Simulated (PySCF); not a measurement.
CH3AlClFO, SMILES [F][Al]([Cl])[O]C.

Coordinates come from a B3LYP-D3(BJ)/def2-SVP optimisation. The structure was generated by enumeration; whether it is a known compound was not checked. One conformer was computed; it need not be the lowest.

Two levels are set side by side: PBE/def2-TZVP (PySCF) and HF/def2-TZVP (PySCF). Same geometry, gas phase. Differences are taken from unrounded values.

| quantity | HF | PBE | PBE minus HF |
|---|---|---|---|
| orbital gap (eV) | 14.55 | 5.28 | -9.27 |
| highest occupied level (eV) | -12.53 | -7.13 | 5.40 |
| lowest empty level (eV) | 2.02 | -1.86 | -3.88 |
| dipole moment (D) | 2.02 | 1.85 | -0.17 |
| mean polarisability (bohr³) | 42.8 | 50.9 | 8.1 |

PBE's occupied levels lie high since its potential decays too fast outside the molecule; exact exchange lowers them and widens the gap. Loosely held outer electrons make PBE densities more polarisable. Differences between two approximate levels are no errors against the true value.

Rough cost on one machine, each run with all the roots and properties that it gave: HF against PBE about 1/3.
